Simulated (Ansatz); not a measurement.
Isolated molecules relaxed with PBE0-D4/def2-TZVP in Ansatz; ΔE leaves out vibrations. CCSD(T)/CBS adds triple-zeta CCSD(T) − MP2 to the extrapolated MP2 energy (def2 sets, frozen cores). DFT in def2-TZVPP. B3LYP here is the variant with VWN-RPA as its local correlation; programs differ in this. def2 core potentials past Kr. For Br, Sn outer-core shells are correlated without core-valence functions, which leaves a few kJ/mol of doubt a bond. Scalar relativity is left out up to krypton. Each species was taken in one conformer, which may not be the lowest.

`FC[SiH2][SnH3]` + HBr → `FC[SiH2]Br` + `[SnH4]`  (cleavage of the Si–Sn bond)

**Question.** Is it downhill or uphill in electronic energy at CCSD(T)/CBS, and by how much? (Best estimate.)

**Answer.** The calculation gave: Downhill: ΔE = -15.8 kcal/mol.

**Question.** What do these levels give: r2SCAN-D4, PBE0-D4, B3LYP-D4, B2PLYP, r2SCAN, PBE0, B3LYP, HF/def2-TZVPP, SCS-MP2/def2-TZVPP, CCSD/def2-TZVPP, HF/def2-QZVPP, HF/CBS(def2)? (Estimate.)

**Answer.** The calculation gave: r2SCAN-D4 -16.4, PBE0-D4 -15.1, B3LYP-D4 -15.8, B2PLYP -16.9, r2SCAN -16.5, PBE0 -15.6, B3LYP -16.5, HF/def2-TZVPP -20.8, SCS-MP2/def2-TZVPP -17.6, CCSD/def2-TZVPP -16.4, HF/def2-QZVPP -20.8, HF/CBS(def2) -20.8 kcal/mol.

Largest T1 diagnostic among the species: 0.013.

In def2-TZVPP, CCSD(T) changes the Hartree–Fock value by +4.8 kcal/mol (the triples alone add +0.4 kcal/mol) and MP2 by +3.7 kcal/mol. From PBE to PBE0 (25 % exact exchange), in def2-TZVPP and without D4, ΔE moves by −1.2 kcal/mol.
